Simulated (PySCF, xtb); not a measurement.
BI₂, charge +1, multiplicity 1. Atoms are numbered in the order given.

```xyz
3

I      0.0000     0.0000    -1.9618
B      0.0000     0.0000     0.0000
I      0.0000     0.0000     1.9618
```
Charge +1, spin multiplicity 1.

Geometry: ωB97X-D3(BJ)/def2-TZVP. The spin state was assumed, not searched. The isomer is the one that the SMILES or the coordinates give; other isomers of the formula were not compared. The def2 effective core potentials stand for the cores of I; spin–orbit coupling is left out.

Method: PySCF 2.14.0 with IEF-PCM-M06-2X/def2-SVP.

The values are the electrostatic part of the solvation free energy, E(continuum) − E(gas) at the gas-phase geometry, in a cavity of scaled van der Waals radii (PySCF's table); cavitation and dispersion terms are not included. In vacuum the orbital gap is 7.68 eV.

| solvent | ε | ΔG(elec) (kcal/mol) | gap (eV) |
|---|---|---|---|
| water | 78.36 | … | … |
| 1-octanol | 9.86 | -49.2 | 7.71 |
| n-hexane | 1.88 | -25.6 | 7.70 |

Problem. Some entries are withheld; supply them. (An estimate is asked for; the answer gives what the named calculation found.)

Solution. 
- water, ΔG(elec) (kcal/mol): -54.1
- water, gap (eV): 7.72

For comparison, GFN2-xTB/ALPB(water) (xtb, at the GFN2-xTB geometry, all terms of that model) gives -42.6 kcal/mol.
